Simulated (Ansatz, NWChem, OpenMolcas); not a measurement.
# Computed against measured: dipole moment

6 molecules with halogens; the dipole moment in D, computed less measured. Shapes, held fixed at every level: PBE0-D4/def2-TZVP. No vibrational averaging. Dipoles are compared by magnitude; molecules under 1 D, whose direction can flip, are left out. Programs: Ansatz 0.2.0, NWChem 7.3.0, OpenMolcas 26.06. A level may come from different programs for different species; with the same settings they agree closely. Measured values: NIST CCCBDB.

Levels: A = HF/3-21G; B = HF/aug-cc-pVDZ; C = PBE/aug-cc-pVDZ; D = M06-L/aug-cc-pVDZ.

```tsv
molecule	measured	A	B	C	D
CH2ClF (chlorofluoromethane)	1.82	+0.66	+0.23	-0.09	-0.03
CH2F2 (difluoromethane)	1.97	+0.42	+0.21	-0.19	-0.16
CHBrF2 (bromodifluoromethane)	1.50	+0.39	+0.08	-0.19	-0.18
SiH3Cl (chlorosilane)	1.31	+1.47	+0.24	-0.01	+0.15
C2H2F2 (vinylidene fluoride)	1.38	+0.26	+0.12	-0.30	-0.27
C2H3FO (acetyl fluoride)	2.96	+0.30	+0.34	-0.09	-0.05
```

Q: Sum up the errors.

A: 
| level | kind | mean error | mean absolute error | worst case |
| --- | --- | --- | --- | --- |
| HF/3-21G | Hartree–Fock | +0.583 | 0.583 | SiH3Cl |
| HF/aug-cc-pVDZ | Hartree–Fock | +0.203 | 0.203 | C2H3FO |
| PBE/aug-cc-pVDZ | GGA | -0.145 | 0.145 | C2H2F2 |
| M06-L/aug-cc-pVDZ | meta-GGA | -0.090 | 0.140 | C2H2F2 |

On this set M06-L/aug-cc-pVDZ has the smallest mean absolute error and HF/3-21G the largest. HF/3-21G is too high in 6 of 6; HF/aug-cc-pVDZ is too high in 6 of 6; PBE/aug-cc-pVDZ is too low in 6 of 6; M06-L/aug-cc-pVDZ is too low in 5 of 6. The levels differ in basis as well as in method. The smallest two are near a tie. Relativity is left out for Br. The set is small.
